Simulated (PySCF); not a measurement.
## Al2PH2F5

Al2PH2F5 is a molecule, neutral, singlet. The structure, one conformer, was relaxed in the gas phase by PBE0-D3(BJ)/def2-SVP. No frequency run checks that it is a minimum.

SMILES: [F][Al-]1([F])[F+][Al-]([F])([PH2])[F+]1

```xyz
10

F     1.905   -2.039    0.296
Al    1.518   -0.908   -0.837
F     2.248   -0.787   -2.306
F    -0.275   -0.757   -0.960
Al   -0.509    0.889   -0.155
F    -0.844    1.964   -1.373
P    -1.498    0.882    1.918
F     1.324    0.707   -0.057
H    -2.746    0.492    1.336
H    -1.082   -0.469    2.140
```
Atom numbers follow the order of the file, from 1.

Shieldings: GIAO PBE0/pcSseg-1. Shifts are against computed references at the same level: H TMS (σ 31.27 ppm). Core levels by delta-SCF with SCAN, pcX-2 on the ionised atom and pcseg-1 elsewhere, spin-free X2C (2p3/2 is the spin-free 2p value less a third of a first-order spin-orbit splitting); from the vacuum level, for chosen atoms.

(1) Give the NMR and core-level values of the distinct atoms.

(2) By CAM-B3LYP/def2-SVPD (TDDFT singlets, Tamm-Dancoff triplets, ionisation by delta-SCF), where does absorption start, and what does vertical ionisation take?

Answers

(1) 
| atoms | bonded to | σ (ppm) | δ (ppm) | core level (eV) |
| --- | --- | --- | --- | --- |
| F1 | 1 Al | 385.7 | - | - |
| Al2 | 4 F | 525.9 | - | - |
| F3 | 1 Al | 386.5 | - | - |
| F4 | 2 Al | 344.9 | - | 1s 694.64 |
| Al5 | 3 F + 1 P | 466.7 | - | 2p3/2 82.75 |
| F6 | 1 Al | 341.0 | - | 1s 692.18 |
| P7 | 1 Al + 2 H | 672.1 | - | 2p3/2 137.05 |
| F8 | 2 Al | 349.3 | - | 1s 694.72 |
| H9 | 1 P | 30.31 | 0.96 | - |
| H10 | 1 P | 30.31 | 0.95 | - |

Values are those of this one static structure; atoms that internal rotation interchanges would show their mean in an NMR spectrum.

(2) The lowest singlet lies at 6.42 eV (f 0.116), the strongest of the first 6 at 7.39 eV (f 0.137), the lowest triplet at 5.78 eV; vertical ionisation takes 10.63 eV.
